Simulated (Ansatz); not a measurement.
`S[SiH2][GeH3]` + `OCS` → `OCS[SiH2]S` + GeH₄  (cleavage of the Si–Ge bond)

Computed with Ansatz on PBE0-D4/def2-TZVP structures; ΔE is electronic, products minus reactants. CCSD(T)/CBS is the MP2 limit (def2-TZVPP, def2-QZVPP) plus CCSD(T) − MP2 in def2-TZVPP, frozen cores. Functionals use def2-TZVPP. B3LYP here is the variant with VWN-RPA as its local correlation; programs differ in this. For Ge outer-core shells are correlated without core-valence functions, which leaves a few kJ/mol of doubt a bond. Scalar relativity is left out up to krypton. One conformer a species, not always the lowest.

```
             level  ΔE (kJ/mol)  difference from CCSD(T)/CBS
            PBE-D4        -61.3                         -1.9
         r2SCAN-D4        -64.3                         -4.9
           PBE0-D4        -59.8                         -0.4
          B3LYP-D4        -61.8                         -2.4
           ωB97X-V        -59.1                          0.3
           ωB97M-V        -62.2                         -2.8
            B2PLYP        -58.4                          1.0
               PBE        -55.7                          3.7
            r2SCAN        -62.8                         -3.4
              PBE0        -54.9                          4.5
             B3LYP        -52.9                          6.5
     HF/def2-TZVPP        -50.7                          8.7
    MP2/def2-TZVPP        -65.8                         -6.4
SCS-MP2/def2-TZVPP        -61.2                         -1.8
   CCSD/def2-TZVPP        -53.8                          5.6
CCSD(T)/def2-TZVPP        -58.1                          1.3
     HF/def2-QZVPP        -50.7                          8.7
    MP2/def2-QZVPP        -66.6                         -7.2
SCS-MP2/def2-QZVPP        -62.3                         -2.9
      HF/CBS(def2)        -50.7                          8.7
     MP2/CBS(def2)        -67.1                         -7.7
    CCSD/CBS(def2)        -55.1                          4.3
       CCSD(T)/CBS        -59.4                            0
```

Largest T1 diagnostic among the species: 0.012.

In def2-TZVPP, CCSD(T) changes the Hartree–Fock value by −7.4 kJ/mol (the triples alone add −4.3 kJ/mol) and MP2 by −15.1 kJ/mol. The D4 term adds −8.9 kJ/mol with B3LYP and −4.9 kJ/mol with PBE0; it sums over pairs of atoms, weighted by their polarisabilities, and B3LYP, whose exchange is more repulsive, gets the larger term.
